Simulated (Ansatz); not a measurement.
Reactions of `F[CH2][Zn][F]`.

Computed with Ansatz on PBE0-D4/def2-TZVP structures; ΔE is electronic, products minus reactants. CCSD(T)/CBS is the MP2 limit (def2-TZVPP, def2-QZVPP) plus CCSD(T) − MP2 in def2-TZVPP, frozen cores. This one scheme is used for every species. Elements past krypton have def2 core potentials. For I, Zn outer-core shells are correlated without core-valence functions, which leaves a few kJ/mol of doubt a bond. Scalar relativity is left out up to krypton. One conformer a species, not always the lowest.

| reaction | CCSD/CBS(def2) (kJ/mol) | CCSD(T)/CBS(def2) (kJ/mol) |
| --- | --- | --- |
| `F[CH2][Zn][F]` + `CI` → `FCCI` + `[F][ZnH]` | -13 | -14 |
| `F[CH2][Zn][F]` + `CCC` → `C[CH](C)[Zn][F]` + `CF` | -2 | -4 |
| `F[CH2][Zn][F]` + `[CH2]1[NH][AlH]1` → `FC[N]1[CH2][AlH]1` + `[F][ZnH]` | -22 | -22 |
| `F[CH2][Zn][F]` + H₂ → `[CH3][Zn][F]` + H–F | -149 | -148 |
| `F[CH2][Zn][F]` + H₂ → `[F][ZnH]` + `CF` | -62 | -57 |

Largest T1 diagnostic: 0.018, for `[F][ZnH]`.
